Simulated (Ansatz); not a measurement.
System: BSiH₄, charge 0, doublet. BSiH4 (SMILES B[SiH2], doublet).
B3LYP-D3(BJ)/def2-TZVP minimum from Ansatz (an electronic-structure program):
```xyz
6

B     -0.7753    -1.0677     0.3304
H     -0.3497    -1.9010     1.0648
H     -1.8734    -1.1604    -0.1174
Si     0.3212     0.4423    -0.1369
H     -0.0948     1.5399    -1.0374
H      1.6984     0.6683     0.3540
```
Charge 0, spin multiplicity 2.

Atomisation energy term by term, kcal/mol (programs: Ansatz). Radicals and triplets start from unrestricted determinants; spin-orbit coupling is neglected. Correlated methods leave the cores frozen. Rows without X2C or -DK are non-relativistic. CBS(X,Y): correlation extrapolated as X^-3, Hartree-Fock from the larger set. A bracket is a step between two methods taken in the basis named. 'core' is core correlation in cc-pwCVTZ (1s frozen past Ne), 'X2C' scalar relativity in cc-pVTZ-DK, both at CCSD(T). For partners of very few electrons the exact lower level stands in for a higher one.

```
term                                       basis  kcal/mol
------------------  ----------------------------  --------
Hartree-Fock                         cc-pV(Q+d)Z    321.76
CCSD correlation    CBS(cc-pV(T+d)Z,cc-pV(Q+d)Z)     79.20
(T)                 CBS(cc-pV(T+d)Z,cc-pV(Q+d)Z)      3.25
CCSDT(Q) - CCSD(T)                   cc-pV(T+d)Z      0.25
core correlation                       cc-pwCVTZ      0.96
scalar relativity                X2C, cc-pVTZ-DK     -0.60
sum: De                                              404.8
```

The step beyond CCSD(T) by other levels: CCSDT(Q) in cc-pV(D+d)Z 0.34 kcal/mol.
